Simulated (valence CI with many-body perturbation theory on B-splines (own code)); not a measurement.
## Forbidden lines of Pr+

Computed by configuration interaction combined with many-body perturbation theory (CI+MBPT): four valence electrons over a frozen Dirac-Fock core [Xe], radial functions for each j: 8 s, 8 p, 9 d, 9 f, 6 g, 3 h, 2 i, with the one-electron correlation potential Σ1 (screened to all orders), the two-electron term Σ2, the three-electron term Σ3, Breit, model QED; the open f shell's mean field enters the energy denominators; selected single and double excitations, second order for the rest, scaled by the run's own slope (own B-spline code, finite nucleus).

Against 19 measured levels this calculation errs by 1500 cm⁻¹ on average and by 2587 at most. These come from a selection out of the NIST Handbook of Basic Atomic Spectroscopic Data. Levels without a partner in it may be off by more, other configurations by several thousand cm⁻¹. Among the levels kept, up to 880 cm⁻¹ of a level comes from second order outside the variational space, and about a tenth of that is noise between levels of different J, which matters for small intervals.

Lines 1 to 50 of 89 in falling wavelength, among levels below 11166 cm⁻¹, chosen from the decays that carry over 1 % of a level's rate. Wavelengths and rates use the calculated energies, so an error of 1000 cm⁻¹ moves a line at 45070 Å by 45 % and its rate by three times that or more. Electric multipoles are in the length gauge, E1 and E2 with the static RPA response of the core. Weak lines are less certain than strong ones. Lines between different terms over intervals too small for the method are left out, as are lines whose strength nearly cancels and 11 of this kind that miss the measured wavelength by over 7 %. Where a level lies close to another of its J and parity, the split of strength between their lines is uncertain. Branching is blank where the lifetime is uncertain.

Names give the largest LS component (configuration and term), which can be under half, so a name can repeat, a term be missing and a line seem to break the LS rules; names also repeat where a configuration has a term twice.

```tsv
λ vac (Å)	λ from measured levels	Upper	Lower	Type	A (s⁻¹)	Branch %
1.054e+05		4f3 5d 5I°_5	4f3 5d 5I°_4	M1	1.89e-02	
93390		4f3 5d 3I°_6	4f3 5d 3I°_5	M1	2.92e-02	19.1
88480		4f3 5d 5G°_4	4f3 5d 5G°_3	M1	7.57e-02	49.6
85320		4f3 5d 5I°_6	4f3 5d 5I°_5	M1	1.07e-01	
75440	80270	4f3 5d 5K°_8	4f3 5d 5K°_7	M1	1.58e-01	99.2
73410		4f3 5d 5H°_6	4f3 5d 5H°_5	M1	1.12e-01	
73360	77000	4f3 5d 5K°_9	4f3 5d 5K°_8	M1	1.05e-01	99.4
70600		4f3 5d 5H°_4	4f3 5d 5H°_3	M1	1.10e-01	89.3
67630	72060	4f3 5d 5L°_9	4f3 5d 5L°_8	M1	2.26e-01	99.9
65690	69500	4f3 6s 5I°_8	4f3 6s 5I°_7	M1	1.29e-01	100.0
65410	68990	4f3 5d 5L°_10	4f3 5d 5L°_9	M1	1.53e-01	99.9
64500		4f3 5d 5G°_2	4f3 5d 5H°_3	M1	3.06e-03	4.9
62810		4f3 5d 5H°_5	4f3 5d 3H°_4	M1	3.70e-02	
61970		4f3 5d 5G°_3	4f3 5d 5H°_3	M1	1.07e-02	13.6
57100		4f3 5d 3K°_6	4f3 5d 3I°_6	M1	4.21e-02	
57010		4f3 5d 5I°_5	4f3 5d 3I°_5	M1	2.88e-03	
56140	59660	4f3 6s 3I°_7	4f3 6s 3I°_6	M1	1.52e-01	97.5
53850		4f3 5d 3I°_7	4f3 5d 3I°_6	M1	1.53e-01	65.3
50040		4f3 5d 3I°_6	4f3 5d 5K°_7	M1	7.51e-03	4.9
46770		4f3 5d 5H°_5	4f3 5d 3I°_5	M1	5.40e-02	
45990		4f3 5d 3H°_5	4f3 5d 3I°_6	M1	2.67e-03	
45340		4f3 5d 3I°_5	4f3 5d 5K°_6	M1	2.24e-02	20.3
45070	48050	4f3 6s 3I°_7	4f3 6s 5I°_7	M1	1.65e-03	1.1
42980		4f3 5d 5G°_4	4f3 5d 5I°_4	M1	3.94e-03	2.6
41160		4f3 5d 5H°_6	4f3 5d 3I°_6	M1	3.79e-02	
39530		4f3 5d 3I°_7	4f3 5d 5K°_8	M1	3.50e-03	1.5
38670		4f3 5d 5G°_4	4f3 5d 3H°_4	M1	1.64e-02	10.8
35430		4f3 5d 3K°_6	4f3 5d 3I°_5	M1	1.30e-01	
34170		4f3 5d 5I°_6	4f3 5d 3I°_5	M1	5.71e-03	
30820		4f3 5d 3H°_5	4f3 5d 3I°_5	M1	2.30e-02	
30520		4f3 5d 3I°_6	4f3 5d 5K°_6	M1	1.27e-02	8.3
29170		4f3 5d 3I°_5	4f3 5d 5K°_5	M1	8.10e-02	73.5
28850		4f3 5d 3I°_6	4f3 5d 5L°_7	M1	1.82e-02	11.9
26670		4f3 5d 3K°_6	4f3 5d 5K°_7	M1	2.66e-02	
26200		4f3 5d 5H°_3	4f3 5d 5K°_5	E2	9.54e-04	7.0
25580		4f3 5d 3I°_7	4f3 5d 5L°_8	M1	2.76e-02	11.8
25160		4f3 5d 3H°_4	4f3 5d 5K°_5	M1	5.60e-03	
23620		4f3 5d 5I°_4	4f3 5d 5K°_5	M1	8.22e-04	
23620		4f3 5d 5I°_4	4f3 5d 5K°_5	E2	7.85e-04	
23460		4f3 5d 3H°_4	4f3 5d 5L°_6	E2	3.28e-04	
23020		4f3 5d 5H°_5	4f3 5d 5K°_6	M1	1.94e-02	
22590		4f3 5d 5H°_6	4f3 5d 5K°_7	M1	3.50e-02	
22230		4f3 5d 3I°_6	4f3 5d 5K°_5	M1	4.93e-03	3.2
22120		4f3 5d 5I°_4	4f3 5d 5L°_6	E2	1.04e-03	
22010		4f3 5d 3I°_5	4f3 6s 5I°_5	E2	3.11e-03	2.8
21820		4f3 5d 3H°_5	4f3 6s 3I°_6	E2	3.64e-03	
21270		4f3 5d 5I°_6	4f3 6s 5I°_7	E2	2.89e-03	
21260		4f3 5d 3I°_7	4f3 6s 5I°_7	E2	2.74e-03	1.2
20890		4f3 5d 3I°_6	4f3 5d 5L°_6	M1	7.25e-02	47.5
20520		4f3 5d 5I°_5	4f3 6s 3I°_5	E2	2.04e-03
```
